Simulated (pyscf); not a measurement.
`[BH2][CH]([CH3])[CH3]`, singlet

Gas-phase minimum from PySCF at ωB97X-D3(BJ)/def2-SVP, one conformer. H₂B–CH(CH₃)–CH₃ lies 13.9 kcal/mol over its isomer H₃C–BH–CH₂–CH₃ (electronic energy, ωB97M-D3(BJ)/def2-TZVP). 

```
C
H 1 1.1220
C 1 1.5338 2 107.36
H 3 1.1011 1 111.68 2 58.56
H 3 1.1030 4 108.09 1 123.17
H 3 1.1031 4 107.45 5 115.35
C 1 1.5338 2 107.36 3 -121.14
H 7 1.1011 1 111.68 2 -58.57
H 7 1.1030 8 108.09 1 -123.17
H 7 1.1031 8 107.45 9 -115.35
B 1 1.5622 2 95.37 3 119.43
H 11 1.2127 1 120.56 2 87.22
H 11 1.2127 12 118.64 1 174.53
```

Properties at ωB97X-D3(BJ)/def2-SVP:

Harmonic wavenumbers, unscaled: 213, 216, 232, 315, 343, 366, 739, 834, 879, 924, 986, 989, 1077, 1166, 1194, 1225, 1290, 1352, 1404, 1418, 1468, 1483, 1488, 1495, 2564, 2652, 2919, 3053, 3056, 3137, 3138, 3157, 3158 cm⁻¹
Zero-point energy: 71.4 kcal/mol
Rotational symmetry number: 1
Entropy of this conformer at 298 K and 1 atm, rigid rotor and harmonic oscillator, modes under 100 cm⁻¹ raised to 100: 306.7 J/(mol K)
Dipole moment: 0.60 D

Single-point totals, which compare only within one level (frozen core for MP2 and CC):

```json
[
 {"level": "ωB97X-D3(BJ)/def2-TZVP", "total energy (hartree)": "-144.71059"},
 {"level": "PBE/def2-TZVP", "total energy (hartree)": "-144.38181"},
 {"level": "r²SCAN/def2-TZVP", "total energy (hartree)": "-144.50815"},
 {"level": "B3LYP-D3(BJ)/def2-TZVP", "total energy (hartree)": "-144.63902"},
 {"level": "PBE0-D3(BJ)/def2-TZVP", "total energy (hartree)": "-144.42478"},
 {"level": "M06-2X/def2-TZVP", "total energy (hartree)": "-144.53052"},
 {"level": "ωB97M-D3(BJ)/def2-TZVP", "total energy (hartree)": "-144.64808"},
 {"level": "HF/def2-TZVPP", "total energy (hartree)": "-143.55783"},
 {"level": "MP2/def2-TZVPP", "total energy (hartree)": "-144.19446"},
 {"level": "CCSD/def2-TZVPP", "total energy (hartree)": "-144.24692"},
 {"level": "CCSD(T)/def2-TZVPP", "total energy (hartree)": "-144.27239"}
]
```

The CCSD(T) − MP2 part came from Ansatz, without density fitting, on the same reference.
